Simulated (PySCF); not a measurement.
SMILES Oc1cc[o+]c(B(F)F)c1, [C$_{5}$H$_{4}$BF$_{2}$O$_{2}$]+, charge +1

Molfile (atoms numbered from 1):
```
C5H4BF2O2
     RDKit          3D

 14 14  0  0  0  0  0  0  0  0999 V2000
   -2.4037   -1.1551    0.2205 O   0  0  0  0  0  0  0  0  0  0  0  0
   -1.3534   -0.4020    0.1149 C   0  0  0  0  0  0  0  0  0  0  0  0
   -1.5214    1.0045    0.0719 C   0  0  0  0  0  0  0  0  0  0  0  0
   -0.4110    1.7914   -0.0404 C   0  0  0  0  0  0  0  0  0  0  0  0
    0.8076    1.3069   -0.1118 O   0  0  0  0  0  0  0  0  0  0  0  0
    1.0249   -0.0026   -0.0769 C   0  0  0  0  0  0  0  0  0  0  0  0
    2.5525   -0.4889   -0.1726 B   0  0  0  0  0  0  0  0  0  0  0  0
    3.5280    0.3520   -0.2784 F   0  0  0  0  0  0  0  0  0  0  0  0
    2.8096   -1.7619   -0.1417 F   0  0  0  0  0  0  0  0  0  0  0  0
   -0.0245   -0.8860    0.0356 C   0  0  0  0  0  0  0  0  0  0  0  0
   -2.2346   -2.1124    0.2462 H   0  0  0  0  0  0  0  0  0  0  0  0
   -2.5132    1.4254    0.1282 H   0  0  0  0  0  0  0  0  0  0  0  0
   -0.4476    2.8736   -0.0801 H   0  0  0  0  0  0  0  0  0  0  0  0
    0.1860   -1.9454    0.0624 H   0  0  0  0  0  0  0  0  0  0  0  0
  1  2  1  0
  2  3  2  0
  3  4  1  0
  4  5  2  0
  5  6  1  0
  6  7  1  0
  7  8  1  0
  7  9  1  0
  6 10  2  0
 10  2  1  0
  1 11  1  0
  3 12  1  0
  4 13  1  0
 10 14  1  0
M  CHG  1   5   1
M  END
```

Theory: PySCF 2.14.0, quadratic response KT2/def2-SVPD first hyperpolarisability, Taylor convention, gas phase. Geometry: GFN2-xTB.

Give the tensor of the static β(0;0,0) in the axes of these coordinates.

In au, Taylor convention; rows are the first index (the induced dipole):
|  | xx | yy | zz | xy | xz | yz |
| --- | --- | --- | --- | --- | --- | --- |
| x | -69.7 | -33.6 | +2.0 | -40.4 | +7.1 | +4.2 |
| y | -40.4 | +15.5 | -2.1 | -33.6 | +4.2 | +1.7 |
| z | +7.1 | +1.7 | -0.3 | +4.2 | +2.0 | -2.1 |

Norm of βᵢ = ⅓ Σⱼ (βᵢⱼⱼ + βⱼᵢⱼ + βⱼⱼᵢ): 105.1 au, hyper-Rayleigh value 46.3 au.
